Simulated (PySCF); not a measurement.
Vibration and rotation of CrH

UHF-CCSD(T) constants of CrH, ⁶Σ⁺ (sextet), unpaired electrons σ ↑, π ↑↑, δ ↑↑ (PySCF, spin-free X2C with a Gaussian nucleus, basis sets Cr x2c-TZVPPall, H x2c-TZVPPall; masses 51.9405 and 1.0078 u):

```
ωe                     : 1750.4 cm⁻¹
ωexe                   : 31.2 cm⁻¹
Be                     : 6.4143 cm⁻¹
αe                     : 0.188 cm⁻¹
D (centrifugal)        : 0.000345 cm⁻¹
De to Cr (3d5 4s1) + H : 2.23 eV
```

Give the vibrational terms G(v) and spacings up to v = 3.

G(v) = ωe(v+½) − ωexe(v+½)².

| v | G(v) (cm⁻¹) | G(v) − G(v−1) | Bv (cm⁻¹) |
| --- | --- | --- | --- |
| 0 | 867 |  | 6.320 |
| 1 | 2555 | 1688 | 6.132 |
| 2 | 4181 | 1626 | 5.944 |
| 3 | 5744 | 1563 | 5.756 |

How well does the Morse estimate ωe²/(4ωexe) reproduce De, and what is D0?

It gives 3.04 eV, 136 % of the computed De. D0 = De − G(0) = 2.23 − 0.11 = 2.12 eV.

Correlated steps freeze 5 core orbitals. The CCSD T1 diagnostic is raised, a sign that a single reference may not be enough here. The state is the lowest single determinant that the PBE0 search found; with open d or f shells the true ground state can be another one.
